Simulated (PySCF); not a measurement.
# Worked example: chemical shift, span and skew from a shielding tensor

CH2Cl, SMILES [CH2]Cl (connectivity only; charge and spin as stated), charge +1, multiplicity 1. Atoms are numbered in the order given.

```xyz
4

C      0.0000     0.0000     1.0411
Cl     0.0000     0.0000    -0.5527
H      0.0000     0.9502     1.5743
H      0.0000    -0.9502     1.5743
```
Charge +1, spin multiplicity 1.

Geometry: B3LYP-D3(BJ)/def2-TZVP. The spin state was assumed, not searched. The isomer is the one that the SMILES or the coordinates give; other isomers of the formula were not compared.

GIAO shieldings from PBE0/pcSseg-2 run with PySCF, non-relativistic, no solvent. The symmetric part of the tensor of C1 has the principal values -324.6, -271.4, 152.6 ppm. The same nucleus in TMS has σ = 186.1 ppm at this level (PySCF, at its B3LYP-D3(BJ)/def2-TZVP geometry). Without spin–orbit terms, shifts of atoms bonded to Cl or Br come out too high.

Work out the isotropic shielding, the ¹³C shift against TMS, the span and the skew.


σ(iso) = (σ11 + σ22 + σ33)/3 = -147.8 ppm. δ = σ(ref) − σ(iso) = 186.1 − (-147.8) = 333.9 ppm.
Span Ω = σ33 − σ11 = 477.2 ppm. Skew κ = 3(σ(iso) − σ22)/Ω = 0.78. Tumbling in solution averages the tensor to δ; in a static solid the shielding alone would spread this spin-1/2 line over Ω.
